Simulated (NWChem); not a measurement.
WOCl4; SMILES [O]=[W]([Cl])([Cl])([Cl])[Cl]

No frequency run checked for a minimum. def2 effective core potentials on W; no spin-orbit coupling.

Give the equilibrium geometry at PBE0/def2-SVP with def2 effective core potentials on W (NWChem) as an XYZ file, with the point group.

point group C4v; any orientation.
```
6

W      0.0000     0.0000     0.1456
O      0.0000     0.0000     1.8137
Cl     0.5622     2.1606    -0.4059
Cl    -0.5622    -2.1606    -0.4059
Cl    -2.1606     0.5622    -0.4059
Cl     2.1606    -0.5622    -0.4059
```
